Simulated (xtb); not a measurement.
Cl2Pb (SMILES [Cl][Pb][Cl]), singlet, at a GFN2-xTB geometry (such geometries of metal compounds can be far from the true shape); xtb with GFN2-xTB with ALPB(water).

The xtb input:
```
$ xtb mol.xyz --gfn 2 --chrg 0 --uhf 0 --alpb water --json

# file mol.xyz
3

Pb     0.00765115    -0.01117216     0.46344358
Cl     1.26191218     1.44651416    -1.10463352
Cl    -1.29881774    -1.39262489    -1.13080023
```

Problem. Write the output that xtb gives for this input, abridged.

Solution. 
```
   ID    Z sym.   atoms
    1   82 Pb     1
    2   17 Cl     2, 3

           -------------------------------------------------
          |                Calculation Setup                |
           -------------------------------------------------

           -------------------------------------------------
          |                 G F N 2 - x T B                 |
           -------------------------------------------------

      * Solvation model:               ALPB
        Solvent                        water
        Parameter file                 internal GFN2-xTB/ALPB
        Dielectric constant                8.0200E+01
        Reference state                gsolv [1 M gas/solution]
        Free energy shift                  1.0808E-03 Eh       6.7819E-01 kcal/mol
        Temperature                        2.9815E+02 K
        Density                            1.0000E+00 kg/L
        Solvent mass                       1.8000E+01 g/mol
        Interaction kernel             P16
        Born radius scaling (c1)           1.4744E+00
        Born radii integrator          GBOBC
        Born offset                        0.0000E+00 a0       0.0000E+00 AA
        H-bond correction              true
        Ion screening                  false
        Surface tension                    1.0000E-05 Eh       1.5569E+01 dyn/cm
        Grid points                               230 per atom

          ...................................................
          :                      SETUP                      :
          :.................................................:
          :  # basis functions                  24          :
          :  # atomic orbitals                  22          :
          :  # shells                            8          :
          :  # electrons                        18          :
          :  max. iterations                   250          :
          :  Hamiltonian                  GFN2-xTB          :
          :  restarted?                      false          :
          :  GBSA solvation                   true          :
          :  PC potential                    false          :
          :  electronic temp.          300.0000000     K    :
          :  accuracy                    1.0000000          :
          :  -> integral cutoff          0.2500000E+02      :
          :  -> integral neglect         0.1000000E-07      :
          :  -> SCF convergence          0.1000000E-05 Eh   :
          :  -> wf. convergence          0.1000000E-03 e    :
          :  Broyden damping             0.4000000          :
          :  net charge                          0          :
          :  unpaired electrons                  0          :
          ...................................................

 iter      E             dE          RMSdq      gap      omega  full diag
   1    -11.4768083 -0.114768E+02  0.970E+00    4.87       0.0  T
   2    -11.5046690 -0.278608E-01  0.539E+00    3.45       1.0  T
   3    -11.5072801 -0.261110E-02  0.194E+00    2.86       1.0  T
   4    -11.5074675 -0.187331E-03  0.109E+00    3.11       1.0  T
   5    -11.5077159 -0.248450E-03  0.226E-01    3.01       1.0  T
   6    -11.5077384 -0.224786E-04  0.134E-01    2.99       1.0  T
   7    -11.5077414 -0.304596E-05  0.977E-02    2.99       1.0  T
   8    -11.5077433 -0.181785E-05  0.696E-03    3.00       8.3  T
   9    -11.5077433 -0.119531E-07  0.167E-03    3.00      34.6  T
  10    -11.5077433  0.113262E-08  0.389E-03    3.00      14.8  T
  11    -11.5077433 -0.297907E-08  0.262E-05    3.00    2202.0  T
  12    -11.5077433  0.834888E-13  0.320E-05    3.00    1805.9  T

   *** convergence criteria satisfied after 12 iterations ***

         :::::::::::::::::::::::::::::::::::::::::::::::::::::
         ::                     SUMMARY                     ::
         :::::::::::::::::::::::::::::::::::::::::::::::::::::
         :: total energy             -11.507011952808 Eh    ::
[...]
         :::::::::::::::::::::::::::::::::::::::::::::::::::::

           -------------------------------------------------
          |                Property Printout                |
           -------------------------------------------------

    * Orbital Energies and Occupations

         #    Occupation            Energy/Eh            Energy/eV
      -------------------------------------------------------------
         1        2.0000           -1.0542031             -28.6863
         2        2.0000           -1.0531504             -28.6577
         3        2.0000           -0.9000944             -24.4928
         4        2.0000           -0.4674597             -12.7202
         5        2.0000           -0.4549477             -12.3798
         6        2.0000           -0.4491615             -12.2223
         7        2.0000           -0.4355850             -11.8529
         8        2.0000           -0.4330066             -11.7827
         9        2.0000           -0.4320434             -11.7565 (HOMO)
        10                         -0.3218677              -8.7585 (LUMO)
        11                         -0.1819207              -4.9503
        12                         -0.1290996              -3.5130
        13                          0.0283556               0.7716
        14                          0.0291388               0.7929
        15                          0.0307367               0.8364
        16                          0.0312958               0.8516
        17                          0.0315320               0.8580
        18                          0.0316591               0.8615
        19                          0.0320041               0.8709
        20                          0.0325421               0.8855
       ...                                ...                  ...
        22                          0.0505385               1.3752
      -------------------------------------------------------------
                  HL-Gap            0.1101757 Eh            2.9980 eV
             Fermi-level           -0.3769556 Eh          -10.2575 eV

     #   Z          covCN         q      C6AA      α(0)
     1  82 Pb       1.687     0.918   417.412    42.686
     2  17 Cl       0.843    -0.459   114.198    16.348
     3  17 Cl       0.843    -0.459   114.198    16.348

 Mol. C6AA /au·bohr⁶  :       1721.001184
 Mol. C8AA /au·bohr⁸  :     153965.028846
 Mol. α(0) /au        :         75.382407

Wiberg/Mayer (AO) data.
largest (>0.10) Wiberg bond orders for each atom

 ---------------------------------------------------------------------------
     #   Z sym  total        # sym  WBO       # sym  WBO       # sym  WBO
 ---------------------------------------------------------------------------
     1  82 Pb   1.771 --     3 Cl   0.885     2 Cl   0.885
     2  17 Cl   0.937 --     1 Pb   0.885
     3  17 Cl   0.937 --     1 Pb   0.885
 ---------------------------------------------------------------------------

Topologies differ in total number of bonds
Writing topology from bond orders to xtbtopo.mol

molecular dipole:
                 x           y           z       tot (Debye)
 q only:        0.045      -0.066       2.742
   full:        0.045      -0.066       2.719       6.914
molecular quadrupole (traceless):
                xx          xy          yy          xz          yz          zz
 q only:       -0.375      -8.931      -2.224      -0.166       0.031       2.598
  q+dip:       -1.160      -9.548      -3.135      -0.140      -0.021       4.295
   full:       -0.714     -10.303      -2.847      -0.178       0.016       3.561

           -------------------------------------------------
          | TOTAL ENERGY              -11.507011952808 Eh   |
          | GRADIENT NORM               0.009008613822 Eh/α |
          | HOMO-LUMO GAP               2.998032177288 eV   |
           -------------------------------------------------

normal termination of xtb
```
